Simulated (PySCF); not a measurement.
C₃H₂BBrF₂.
SMILES: `BC#CC(F)(F)Br`

Computed with PySCF, PBE0-D3(BJ)/def2-SVP geometry optimisation, gas phase.

Take the most abundant isotopes and a rigid rotor. 

Task: What are A, B and C (MHz)?

Result: Ia = 194.21, Ib = 471.11, Ic = 572.91 u·Å²; 505379 MHz·u·Å²/I gives A = 2602, B = 1073, C = 882.1 MHz.

Task: What kind of rotor is it?

Result: An asymmetric top; Ray's κ = -0.778.

Task: What does the inertial defect say?

Result: Not planar: Δ = Ic − Ia − Ib = -92.41 u·Å². For a rigid frame Δ = −2 Σ m c², so Σ m c² = 46.20 u·Å² lies off the ab plane: 2.21 from hydrogen and 43.99 from heavier atoms. The atom farthest from that plane is 1.08 Å away.

Task: Give the other two planar moments, Paa and Pbb, and the rms extents of the mass along the axes.

Result: Paa = Σ m a² = (Ib + Ic − Ia)/2 = 424.90 and Pbb = Σ m b² = (Ia + Ic − Ib)/2 = 148.01 u·Å². With the mass M = 165.94 u, the rms extents √(P/M) along a, b and c are 1.60, 0.94, 0.53 Å.

Task: Which lines would a microwave search look for?

Result: The dipole components are |μa| = 0.88 D, |μb| = 0.69 D, |μc| = 0.00 D; the mirror of this Cs structure is the ab plane, so μc vanishes by symmetry and there are no c-type lines. The squared components, which scale the intensities, stand as 1.00 : 0.61 (a : b). Some of the stronger lines:

```json
{"type": "a", "branch": "Q", "J(Ka,Kc)": "2(1,1) ← 2(1,2)", "MHz": "572", "lower level (cm⁻¹)": "0.240"}
{"type": "b", "branch": "Q", "J(Ka,Kc)": "1(1,0) ← 1(0,1)", "MHz": "1720", "lower level (cm⁻¹)": "0.065"}
{"type": "b", "branch": "Q", "J(Ka,Kc)": "2(1,1) ← 2(0,2)", "MHz": "1927", "lower level (cm⁻¹)": "0.195"}
{"type": "a", "branch": "R", "J(Ka,Kc)": "1(0,1) ← 0(0,0)", "MHz": "1955", "lower level (cm⁻¹)": "0.000"}
{"type": "b", "branch": "Q", "J(Ka,Kc)": "4(1,3) ← 4(0,4)", "MHz": "2773", "lower level (cm⁻¹)": "0.644"}
{"type": "b", "branch": "Q", "J(Ka,Kc)": "3(2,1) ← 3(1,2)", "MHz": "4396", "lower level (cm⁻¹)": "0.464"}
{"type": "b", "branch": "Q", "J(Ka,Kc)": "2(2,0) ← 2(1,1)", "MHz": "4605", "lower level (cm⁻¹)": "0.259"}
{"type": "b", "branch": "Q", "J(Ka,Kc)": "3(2,2) ← 3(1,3)", "MHz": "5456", "lower level (cm⁻¹)": "0.426"}
{"type": "b", "branch": "Q", "J(Ka,Kc)": "4(2,3) ← 4(1,4)", "MHz": "5855", "lower level (cm⁻¹)": "0.673"}
{"type": "a", "branch": "R", "J(Ka,Kc)": "3(2,2) ← 2(2,1)", "MHz": "5865", "lower level (cm⁻¹)": "0.412"}
{"type": "a", "branch": "R", "J(Ka,Kc)": "3(2,1) ← 2(2,0)", "MHz": "5931", "lower level (cm⁻¹)": "0.413"}
{"type": "a", "branch": "R", "J(Ka,Kc)": "4(0,4) ← 3(0,3)", "MHz": "7659", "lower level (cm⁻¹)": "0.388"}
{"type": "a", "branch": "R", "J(Ka,Kc)": "4(2,2) ← 3(2,1)", "MHz": "7966", "lower level (cm⁻¹)": "0.611"}
{"type": "b", "branch": "Q", "J(Ka,Kc)": "3(3,0) ← 3(2,1)", "MHz": "8052", "lower level (cm⁻¹)": "0.611"}
{"type": "b", "branch": "Q", "J(Ka,Kc)": "4(3,2) ← 4(2,3)", "MHz": "8178", "lower level (cm⁻¹)": "0.868"}
{"type": "b", "branch": "R", "J(Ka,Kc)": "2(2,0) ← 1(1,1)", "MHz": "8896", "lower level (cm⁻¹)": "0.116"}
{"type": "b", "branch": "R", "J(Ka,Kc)": "3(2,1) ← 2(1,2)", "MHz": "11108", "lower level (cm⁻¹)": "0.240"}
{"type": "b", "branch": "Q", "J(Ka,Kc)": "4(4,0) ← 4(3,1)", "MHz": "11339", "lower level (cm⁻¹)": "1.141"}
{"type": "b", "branch": "Q", "J(Ka,Kc)": "4(4,1) ← 4(3,2)", "MHz": "11346", "lower level (cm⁻¹)": "1.141"}
{"type": "b", "branch": "R", "J(Ka,Kc)": "4(3,1) ← 3(2,2)", "MHz": "15991", "lower level (cm⁻¹)": "0.608"}
```

Task: Estimate the classical rotational partition function at 10 K, 25 K and 298.15 K.

Result: Point group Cs, symmetry number σ = 1; q = (√π/σ)·√((kT/h)³/(ABC)), k/h = 20836.6 MHz/K: 3400 at 10 K, 13400 at 25 K, 553000 at 298.15 K.

No PBE0-D3(BJ)/def2-SVP frequencies stand behind this structure, so it isn't proved a minimum. These are rigid-rotor constants of the computed structure; measured ground-state constants (B0) also hold zero-point vibration. Quadrupole hyperfine structure (11B, 79Br) is left out.
